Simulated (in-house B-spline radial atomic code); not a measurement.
Radial electron density of Al2+, [Ne] 3s1. Computed with an all-electron radial atomic-structure program (B-spline basis): Dirac-Kohn-Sham PBEsol, spherical fractional occupations, Fermi nucleus of rms radius 3.061 fm.

Columns: r (bohr), 4πr²n(r) (electrons per bohr), bar.

```
 0.00457   0.3353 #
 0.00547   0.4685 #
 0.00656   0.6539 ##
 0.00787   0.9081 ###
 0.00943     1.25 ####
  0.0113    1.707 #####
  0.0136    2.325 #######
  0.0162    3.079 #########
  0.0195    4.089 ############
  0.0234    5.314 ################
   0.028    6.744 ####################
  0.0336    8.392 #########################
  0.0402    10.12 ###############################
  0.0482    11.84 ####################################
  0.0578    13.31 ########################################
  0.0693    14.29 ###########################################
  0.0831    14.56 ############################################
  0.0996    13.99 ##########################################
   0.119     12.7 ######################################
   0.143    10.96 #################################
   0.172     9.37 ############################
   0.206     8.57 ##########################
   0.247    8.856 ###########################
   0.296    10.09 ##############################
   0.354    11.61 ###################################
   0.425    12.58 ######################################
   0.509    12.28 #####################################
   0.611    10.55 ################################
   0.732    7.879 ########################
   0.878    5.049 ###############
    1.05    2.833 #########
    1.26    1.466 ####
    1.51   0.8631 ###
    1.81   0.6587 ##
    2.17   0.5422 ##
     2.6   0.3827 #
    3.12   0.2065 #
    3.74   0.0821 
    4.49  0.02256 
    5.38 0.004101 
    6.45 0.0004482 
    7.73 2.759e-05
```

On this grid the curve has 2 maxima, near 0.0831, 0.425 bohr.

The 2p1/2 radial function P(r) = rR(r), positive near the nucleus, with its small component Q(r) (sign convention: Q ≈ (P' + κP/r)/2c):

```json
{"r (bohr)": "0.00457", "P": "0.001582", "Q": "0.003364"}
{"r (bohr)": "0.00656", "P": "0.003112", "Q": "0.004738"}
{"r (bohr)": "0.00943", "P": "0.006161", "Q": "0.006634"}
{"r (bohr)": "0.0136", "P": "0.01226", "Q": "0.009214"}
{"r (bohr)": "0.0195", "P": "0.02395", "Q": "0.01254"}
{"r (bohr)": "0.028", "P": "0.04634", "Q": "0.01672"}
{"r (bohr)": "0.0402", "P": "0.08784", "Q": "0.02161"}
{"r (bohr)": "0.0578", "P": "0.162", "Q": "0.02678"}
{"r (bohr)": "0.0831", "P": "0.2861", "Q": "0.03121"}
{"r (bohr)": "0.119", "P": "0.4735", "Q": "0.03339"}
{"r (bohr)": "0.172", "P": "0.7314", "Q": "0.03167"}
{"r (bohr)": "0.247", "P": "1.007", "Q": "0.02539"}
{"r (bohr)": "0.354", "P": "1.205", "Q": "0.0158"}
{"r (bohr)": "0.509", "P": "1.207", "Q": "0.00619"}
{"r (bohr)": "0.732", "P": "0.9639", "Q": "9.263e-05"}
{"r (bohr)": "1.05", "P": "0.5798", "Q": "-0.001771"}
{"r (bohr)": "1.51", "P": "0.2377", "Q": "-0.001199"}
{"r (bohr)": "2.17", "P": "0.0585", "Q": "-0.0003691"}
{"r (bohr)": "3.12", "P": "0.006816", "Q": "-4.974e-05"}
```
